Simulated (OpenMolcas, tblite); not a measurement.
## SiCNClF2 (SMILES N#C[Si](F)(F)Cl): the HOMO–LUMO gap, rung by rung

The species is SiCNClF2 (6 atoms), meant as a singlet with charge 0. As SMILES, `N#C[Si](F)(F)Cl`. Geometry: relaxed at PBE0-D4/def2-TZVP.

```xyz
6

N     1.9254   -1.0922    1.0774
C     1.0301   -0.6093    0.5400
Si   -0.3944    0.1767   -0.2903
F    -1.4879   -0.9203   -0.5277
F     0.0876    0.7192   -1.6790
Cl   -1.1189    1.6619    0.8334
```

Quantity: the HOMO–LUMO gap, in eV. The values are calculated.

```
         level            kind     program  value (eV)   CPU time
      GFN2-xTB  semi-empirical      tblite        4.48  under 2 s
    HF/cc-pVDZ    Hartree–Fock  OpenMolcas       16.41       15 s
 SVWN5/cc-pVDZ             LDA  OpenMolcas        6.64       34 s
revPBE/cc-pVDZ             GGA  OpenMolcas        6.79       48 s
  TPSS/cc-pVDZ        meta-GGA  OpenMolcas        7.00       63 s
 BHLYP/cc-pVDZ   global hybrid  OpenMolcas       11.63       42 s
  PBE0/cc-pVDZ   global hybrid  OpenMolcas        9.22       42 s
B2PLYP/cc-pVDZ   double hybrid  OpenMolcas       11.92       35 s
```

The values span 4.48 to 16.41 eV. Orbital gaps aren't excitation energies, and those of double hybrids come from the SCF part alone; they tend to grow with the share of exact exchange. CPU times are rough (shared hosts, several kinds of processor): they show what a rung costs within a factor of a few.
